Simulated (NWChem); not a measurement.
Program: NWChem. System: GeSe, charge 0, spin multiplicity 1, at a geometry optimised with PBE/def2-SVP. The structure started from a generated list of species. Level: RHF/def2-TZVP.

Output (cleaned and shortened):

```
             Northwest Computational Chemistry Package (NWChem) 7.3.0
             --------------------------------------------------------

                                NWChem Input Module
                                -------------------

 Scaling coordinates for geometry "geometry" by  1.889725989
 (inverse scale =  0.529177249)

 Turning off AUTOSYM since
 SYMMETRY directive was detected!

                             Geometry "geometry" -> ""
                             -------------------------

 Output coordinates in angstroms (scale by  1.889725989 to convert to a.u.)

  No.       Tag          Charge          X              Y              Z
 ---- ---------------- ---------- -------------- -------------- --------------
    1 Ge                  32.0000     0.00000000     0.00000000     1.11733500
    2 Se                  34.0000     0.00000000     0.00000000    -1.05160900

 Effective nuclear repulsion energy (a.u.)     265.4493831614

            Nuclear Dipole moment (a.u.)
            ----------------------------
        X                 Y               Z
 ---------------- ---------------- ----------------
     0.0000000000     0.0000000000     0.0000264562

      Symmetry information
      --------------------

 Group name             C2v
 Group number             16
 Group order               4
 No. of unique centers     2

      Symmetry unique atoms

     1    2


 Summary of "ao basis" -> "" (spherical)
 ------------------------------------------------------------------------------
       Tag                 Description            Shells   Functions and Types
 ---------------- ------------------------------  ------  ---------------------
 *                         def2-tzvp                  on all atoms

 Summary of "ao basis" -> "ao basis" (spherical)
 ------------------------------------------------------------------------------
       Tag                 Description            Shells   Functions and Types
 ---------------- ------------------------------  ------  ---------------------
 Ge                        def2-tzvp                16       48   6s5p4d1f
 Se                        def2-tzvp                16       48   6s5p4d1f

                                 NWChem SCF Module
                                 -----------------

  ao basis        = "ao basis"
  functions       =    96
  atoms           =     2
  closed shells   =    33
  open shells     =     0
  charge          =   0.00
[...]
   Bfn.  Coefficient  Atom+Function         Bfn.  Coefficient  Atom+Function
  ----- ------------  ---------------      ----- ------------  ---------------
     6      0.432183  1 Ge s                 66     -0.378937  2 Se pz
    18      0.353665  1 Ge pz                60      0.237364  2 Se pz
    69     -0.237267  2 Se pz                21      0.221530  1 Ge pz
    63     -0.197748  2 Se pz                 5      0.185307  1 Ge s
    12     -0.156276  1 Ge pz

 Vector   32  Occ=2.000000D+00  E=-3.512732D-01  Symmetry=b1
              MO Center=  9.9D-16,  1.4D-29, -6.0D-01, r^2= 2.4D+00
   Bfn.  Coefficient  Atom+Function         Bfn.  Coefficient  Atom+Function
  ----- ------------  ---------------      ----- ------------  ---------------
    64      0.442609  2 Se px                67      0.290998  2 Se px
    58     -0.276545  2 Se px                61      0.231390  2 Se px
    16      0.191480  1 Ge px                19      0.183202  1 Ge px

 Vector   33  Occ=2.000000D+00  E=-3.512732D-01  Symmetry=b2
              MO Center= -1.0D-29, -9.2D-16, -6.0D-01, r^2= 2.4D+00
   Bfn.  Coefficient  Atom+Function         Bfn.  Coefficient  Atom+Function
  ----- ------------  ---------------      ----- ------------  ---------------
    65      0.442609  2 Se py                68      0.290998  2 Se py
    59     -0.276545  2 Se py                62      0.231390  2 Se py
    17      0.191480  1 Ge py                20      0.183202  1 Ge py

 Vector   34  Occ=0.000000D+00  E= 1.329163D-02  Symmetry=b1
              MO Center= -3.0D-16, -4.1D-29,  8.0D-01, r^2= 4.0D+00
   Bfn.  Coefficient  Atom+Function         Bfn.  Coefficient  Atom+Function
  ----- ------------  ---------------      ----- ------------  ---------------
    19      0.777569  1 Ge px                67     -0.373283  2 Se px
    16      0.332019  1 Ge px                64     -0.210177  2 Se px
    10     -0.163420  1 Ge px

 Vector   35  Occ=0.000000D+00  E= 1.329163D-02  Symmetry=b2
              MO Center=  3.7D-30,  4.0D-16,  8.0D-01, r^2= 4.0D+00
   Bfn.  Coefficient  Atom+Function         Bfn.  Coefficient  Atom+Function
  ----- ------------  ---------------      ----- ------------  ---------------
    20      0.777569  1 Ge py                68     -0.373283  2 Se py
    17      0.332019  1 Ge py                65     -0.210177  2 Se py
    11     -0.163420  1 Ge py

 Vector   36  Occ=0.000000D+00  E= 1.423757D-01  Symmetry=a1
              MO Center= -1.9D-17, -1.9D-17,  2.3D-01, r^2= 7.4D+00
   Bfn.  Coefficient  Atom+Function         Bfn.  Coefficient  Atom+Function
  ----- ------------  ---------------      ----- ------------  ---------------
    21     -1.662035  1 Ge pz                54     -1.668830  2 Se s
     6      1.542061  1 Ge s                 69     -1.256585  2 Se pz
    66     -0.286539  2 Se pz                18     -0.173785  1 Ge pz

 center of mass
 --------------
 x =   0.00000000 y =   0.00000000 z =  -0.00489207

 moments of inertia (a.u.)
 ------------------
         641.220789956950           0.000000000000           0.000000000000
           0.000000000000         641.220789956950           0.000000000000
           0.000000000000           0.000000000000           0.000000000000

  Mulliken analysis of the total density
  --------------------------------------

    Atom       Charge   Shell Charges
 -----------   ------   -------------------------------------------------------
    1 Ge  32    31.60   2.00  2.00  1.17  0.78  1.03  0.87  5.98  4.41  1.58  0.89  0.73  8.92  1.09  0.02  0.10  0.02
    2 Se  34    34.40   2.00  2.00  1.16  0.78  0.97  0.95  6.00  5.93  0.94  2.31  1.29  8.96  1.04 -0.00  0.05  0.00

       Multipole analysis of the density wrt the origin
       ------------------------------------------------

     L   x y z        total         open         nuclear
     -   - - -        -----         ----         -------
     0   0 0 0     -0.000000      0.000000     66.000000

     1   1 0 0     -0.000000      0.000000      0.000000
     1   0 1 0      0.000000      0.000000      0.000000
     1   0 0 1      1.065621      0.000000      0.000026

     2   2 0 0    -26.449684      0.000000      0.000000
     2   1 1 0     -0.000000      0.000000      0.000000
     2   1 0 1      0.000000      0.000000      0.000000
     2   0 2 0    -26.449684      0.000000      0.000000
     2   0 1 1     -0.000000      0.000000      0.000000
     2   0 0 2    -26.554194      0.000000    276.935933

 Task  times  cpu:        4.9s     wall:        4.9s

 Total times  cpu:        5.0s     wall:        5.0s
```

Question: Write an NWChem input that would produce this output.

Answer: Several could match; the one computed here: 
```
start mol
memory heap 200 mb stack 900 mb global 1100 mb
geometry units angstroms nocenter noautoz
  Ge     0.000000     0.000000     1.117335
  Se     0.000000     0.000000    -1.051609
  symmetry group C2v
end
basis spherical
  * library def2-tzvp
end
scf
  rhf
  nopen 0
  maxiter 100
  thresh 1e-7
  semidirect memsize 60000000 filesize 0
end
task scf energy
```
